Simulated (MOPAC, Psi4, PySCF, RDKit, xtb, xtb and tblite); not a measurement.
Two geometries of SMILES CO[SiH2]C(C)C, relaxed at GFN2-xTB with one dihedral held; other torsions can differ between them too.

Structure A

```
18

C      3.1554     0.5875     0.2307
O      1.7694     0.5646     0.0882
Si     0.6976    -0.6539     0.0742
C     -0.1723    -0.8334     1.7666
C      0.7851    -1.2757     2.8744
C     -1.3504    -1.7994     1.6776
H      3.5262     1.5144    -0.2104
H      3.6186    -0.2609    -0.2778
H      3.4367     0.5599     1.2871
H     -0.2418    -0.2004    -0.9470
H      1.3351    -1.9279    -0.2824
H     -0.5718     0.1472     2.0509
H      1.2035    -2.2559     2.6522
H      0.2661    -1.3390     3.8308
H      1.6056    -0.5687     2.9817
H     -1.8757    -1.8605     2.6302
H     -2.0560    -1.4745     0.9169
H     -1.0069    -2.7976     1.4148
```

Structure B

```
18

C      3.0725     0.5559     0.3099
O      1.6990     0.5332     0.0739
Si     0.6702    -0.7199     0.0074
C     -0.9129    -0.1261     0.8809
C     -0.6884     0.1204     2.3722
C     -2.0434    -1.1287     0.6779
H      3.3582     1.5804     0.5529
H      3.6196     0.2335    -0.5803
H      3.3418    -0.1009     1.1394
H      0.4417    -1.0698    -1.3979
H      1.2153    -1.8953     0.7014
H     -1.2273     0.8233     0.4337
H     -0.4103    -0.8040     2.8755
H     -1.5965     0.5003     2.8402
H      0.1047     0.8487     2.5264
H     -2.9623    -0.7791     1.1476
H     -2.2374    -1.2823    -0.3809
H     -1.7836    -2.0901     1.1157
```

Question: Which is lower in energy at the level B3LYP-D3(BJ)/def2-SVP // GFN2-xTB (Psi4), and by how much?

Answer: B is lower, by 0.66 kcal/mol (dihedral C1–O2–Si3–C4: 100° in A, 140° in B).

E(B) − E(A) in kcal/mol at the other levels, on the same two geometries: GFN2-xTB (xtb and tblite) -0.74; MMFF94 // GFN2-xTB (RDKit) -0.80; B3LYP/def2-SVP // GFN2-xTB (Psi4) -0.74; PBE/def2-SVP // GFN2-xTB (Psi4) -0.64; PBE-D3(BJ)/def2-SVP // GFN2-xTB (Psi4) -0.58; UFF // GFN2-xTB (RDKit) -3.42; PM3, restricted, heats of formation // GFN2-xTB (MOPAC) -0.10; PM6, restricted, heats of formation // GFN2-xTB (MOPAC) 1.66; GFN1-xTB // GFN2-xTB (xtb) 0.94; restricted B3LYP/6-31G*, spherical d, density fitting // GFN2-xTB (PySCF) -0.60; restricted Hartree-Fock/6-31G*, spherical d, density fitting // GFN2-xTB (PySCF) -0.88; restricted MP2 (frozen core)/6-31G*, spherical d // GFN2-xTB (PySCF) -0.75; restricted Hartree-Fock/LANL2DZ, with its core potentials past Ne // GFN2-xTB (PySCF) -0.73.
